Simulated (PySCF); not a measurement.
Nb(NH)(F)2(NH2) (F₂H₃N₂Nb), SMILES [NH2][Nb](=[NH])([F])[F], multiplicity 1.

Geometry optimised at PBE0-D3(BJ)/def2-SVP. The multiplicity is an assumed one; other spin states were not compared. The def2 effective core potentials stand for the cores of Nb; spin–orbit coupling is left out. One conformer was computed; it need not be the lowest.

Two levels are set side by side: PBE/def2-TZVP (PySCF) and CAM-B3LYP/def2-TZVP (PySCF). Same geometry, gas phase. Differences are taken from unrounded values.

```tsv
quantity	CAM-B3LYP	PBE	PBE minus CAM-B3LYP
orbital gap (eV)	9.54	4.75	-4.79
highest occupied level (eV)	-9.67	-6.78	2.88
lowest empty level (eV)	-0.13	-2.03	-1.91
dipole moment (D)	2.60	2.52	-0.08
mean polarisability (bohr³)	50.7	53.6	2.9
```

PBE's occupied levels lie high since its potential decays too fast outside the molecule; exact exchange lowers them and widens the gap. Loosely held outer electrons make PBE densities more polarisable. Differences between two approximate levels are no errors against the true value.

Rough cost on one machine, each run with all the roots and properties that it gave: CAM-B3LYP against PBE within a factor of 2.
